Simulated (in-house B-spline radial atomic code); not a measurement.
## Ionising Rh⁵⁺ with different functionals

Computed with a B-spline radial code for spherical atoms: scalar-relativistic (spin-free X2C) Hamiltonian, Fermi nucleus of rms radius 4.4945 fm, spin-polarised at highest spin, spherical fractional occupations for the functionals, the average over the highest-spin determinants for Hartree-Fock. The ionisation energy is the difference of two self-consistent energies, [Kr] 4d4 → [Kr] 4d3, without Breit or QED terms; ε is the level of the shell that loses the electron (its least bound occupied spin orbital). There is no spin-orbit coupling in this Hamiltonian.

Hybrids are left out here: with spherical fractional occupations of an open shell their exact exchange keeps a self-interaction that integer-occupation calculations don't have.

```json
{"method": "Hartree-Fock", "rung": "Hartree-Fock", "ΔSCF (eV)": "79.87", "-ε(4d) (eV)": "80.76"}
{"method": "LDA VWN5", "rung": "LDA", "ΔSCF (eV)": "80.85", "-ε(4d) (eV)": "72.43"}
{"method": "LDA PW92", "rung": "LDA", "ΔSCF (eV)": "80.83", "-ε(4d) (eV)": "72.41"}
{"method": "LDA exchange-only", "rung": "LDA", "ΔSCF (eV)": "79.37", "-ε(4d) (eV)": "71.00"}
{"method": "PBE", "rung": "GGA", "ΔSCF (eV)": "80.81", "-ε(4d) (eV)": "72.40"}
{"method": "PBEsol", "rung": "GGA", "ΔSCF (eV)": "80.76", "-ε(4d) (eV)": "72.34"}
{"method": "BLYP", "rung": "GGA", "ΔSCF (eV)": "80.53", "-ε(4d) (eV)": "72.09"}
{"method": "RPBE", "rung": "GGA", "ΔSCF (eV)": "80.79", "-ε(4d) (eV)": "72.37"}
{"method": "PW91", "rung": "GGA", "ΔSCF (eV)": "80.89", "-ε(4d) (eV)": "72.46"}
{"method": "BP86", "rung": "GGA", "ΔSCF (eV)": "80.81", "-ε(4d) (eV)": "72.39"}
{"method": "AM05", "rung": "GGA", "ΔSCF (eV)": "80.72", "-ε(4d) (eV)": "72.30"}
{"method": "OLYP", "rung": "GGA", "ΔSCF (eV)": "81.14", "-ε(4d) (eV)": "72.68"}
{"method": "TPSS", "rung": "meta-GGA", "ΔSCF (eV)": "80.78", "-ε(4d) (eV)": "72.38"}
{"method": "SCAN", "rung": "meta-GGA", "ΔSCF (eV)": "81.12", "-ε(4d) (eV)": "72.79"}
{"method": "r2SCAN", "rung": "meta-GGA", "ΔSCF (eV)": "81.18", "-ε(4d) (eV)": "72.85"}
{"method": "M06-L", "rung": "meta-GGA", "ΔSCF (eV)": "81.03", "-ε(4d) (eV)": "72.66"}
{"method": "revTPSS", "rung": "meta-GGA", "ΔSCF (eV)": "80.73", "-ε(4d) (eV)": "72.33"}
```

(1) How do they compare with the NIST value?

## Answers

(1) NIST lists 80 eV ± 2 (tabulated theory, ground level to ground level). Errors run from -0.63 to +1.18 eV; all lie within about twice that uncertainty, so the table can't rank the methods. Hartree-Fock also lacks correlation.
